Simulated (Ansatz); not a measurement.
Consider the redistribution: `[I][Al]([I])[I]` + `[CH3][Ga]([Cl])[Cl]` → `[CH3][Al]([I])[I]` + `[Cl][Ga]([Cl])[I]`.

Gas-phase electronic energies from Ansatz, PBE0-D4/def2-TZVP geometries. CBS: MP2 limit from def2 TZ/QZ plus the TZ coupled-cluster correction, frozen cores. Functionals use def2-TZVPP. B3LYP here is the variant with VWN-RPA as its local correlation; programs differ in this. HSE06 is defined as in plane-wave codes. def2 core potentials past Kr. For Ga, I outer-core shells are correlated without core-valence functions, which leaves a few kJ/mol of doubt a bond. Scalar relativity is left out up to krypton.

`[I][Al]([I])[I]`:

Cartesian coordinates in Å:
```
I -0.793 -2.006 1.162
Al 0.000 0.000 0.000
I -0.067 0.106 -2.447
I 0.860 1.900 1.285
```

`[CH3][Ga]([Cl])[Cl]`:

```xyz
7

C    -0.423    0.864    0.303
Ga    0.378   -0.808   -0.279
Cl    2.485   -1.165   -0.210
Cl   -0.750   -2.452   -1.050
H    -1.509    0.793    0.284
H    -0.084    1.099    1.313
H    -0.098    1.668   -0.360
```

`[CH3][Al]([I])[I]`:

Z-matrix (Å, degrees):
```
C
Al 1 1.935
H 1 1.091 2 111.7
H 1 1.094 2 110.1 3 121.0
H 1 1.094 2 110.1 3 -121.0
I 2 2.469 1 120.8 3 179.9
I 2 2.469 1 122.1 3 -0.1
```

`[Cl][Ga]([Cl])[I]`:

Z-matrix (Å, degrees):
```
Ga
Cl 1 2.120
I 1 2.450 2 121.0
Cl 1 2.120 2 118.1 3 -180.0
```

| level | ΔE (kJ/mol) | difference from CCSD(T)/CBS |
| --- | --- | --- |
| BLYP-D4 | 18.1 | -8.7 |
| HSE06-D4 | 20.6 | -6.2 |
| ωB97X-V | 20.1 | -6.7 |
| B2PLYP | 19.5 | -7.3 |
| PBE0 | 20.0 | -6.8 |
| B3LYP | 17.0 | -9.8 |
| LC-ωPBE | 22.4 | -4.4 |
| HF/def2-TZVPP | 14.2 | -12.6 |
| CCSD(T)/def2-TZVPP | 21.2 | -5.6 |
| SCS-MP2/def2-QZVPP | 26.2 | -0.6 |
| CCSD(T)/CBS | 26.8 | 0 |

Largest T1 diagnostic among the species: 0.011.

At CCSD(T), def2-SVP lies −11.5 kJ/mol from the extrapolated value and def2-TZVPP −5.6 kJ/mol. In def2-TZVPP, CCSD(T) changes the Hartree–Fock value by +6.9 kJ/mol (the triples alone add +0.5 kJ/mol) and MP2 by +11.0 kJ/mol.
